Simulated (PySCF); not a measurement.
# Identify the compound

The spectra below were simulated for a compound C5H8F3P.

1H NMR (400 MHz, computed): δ 3.64 (m, 1H), 2.42 (m, 2H), 1.78 (m, 2H), 1.19 (d, 3H).

13C{1H} NMR (computed): δ 145.4 (C), 37.4 (CH), 28.3 (CH3), 27.0 (CH2, 2C).

- NMR shieldings at PBE0/pcSseg-1/GIAO
- coordinates at the GFN2-xTB level
- code: PySCF 2.14
- in vacuum, one computed conformer, no relativistic terms, rapidly exchanging positions averaged

Chemical shifts δ = σref − σ; 1H (σref 31.72) and 13C (σref 186.93) against TMS, all at this level.

Problem. Which of these isomers gave the spectra?
A. CC1CP(C(F)(F)F)C1
B. C/C=P/CCC(F)(F)F
C. CC(C)/C=P\C(F)(F)F
D. C=C(C)P(C)C(F)(F)F

Solution. A. 

1. 4 carbon signals for 5 carbons: some carbons are equivalent by symmetry or fast rotation.
2. Carbon types of the structure: 1 × C, 1 × CH, 2 × CH2, 1 × CH3, which accounts for all hydrogens.
3. δC 145.4: CF3 carbon; 3 electronegative neighbours deshield it.
4. δC 37.4: sp3 CH in a ring; saturated and bonded to C and H only.
5. δC 28.3: methyl carbon; aliphatic region, no heteroatom directly attached.
6. δC 27.0: sp3 CH2 bonded to P.
7. δH 1.19: hydrogen on a methyl carbon; far from electronegative atoms and π systems.

The others: CC(C)/C=P\C(F)(F)F would give 3 signals for carbon-bound and other non-exchanging H, not 4; C/C=P/CCC(F)(F)F would give 5 carbon signals, not 4; C=C(C)P(C)C(F)(F)F would give 5 carbon signals, not 4.

Splittings by 19F and 31P in the carbon and heteronuclear signals aren't shown, as no couplings were computed. Shifts are as computed. Against solution values, carbons near 30 ppm lie about +3 ppm off and those near 130 ppm about +5 ppm. Of 1211 compounds with measured shifts, 218 miss one by over three times the rms of a fit or turn the order of signals round; such compounds aren't used in these exercises. No couplings were computed; multiplicities are counted from neighbouring protons, with m where these are inequivalent, close in shift, in a saturated or five-membered ring or joined by F or P, and br s for small geminal =CH2 splittings.
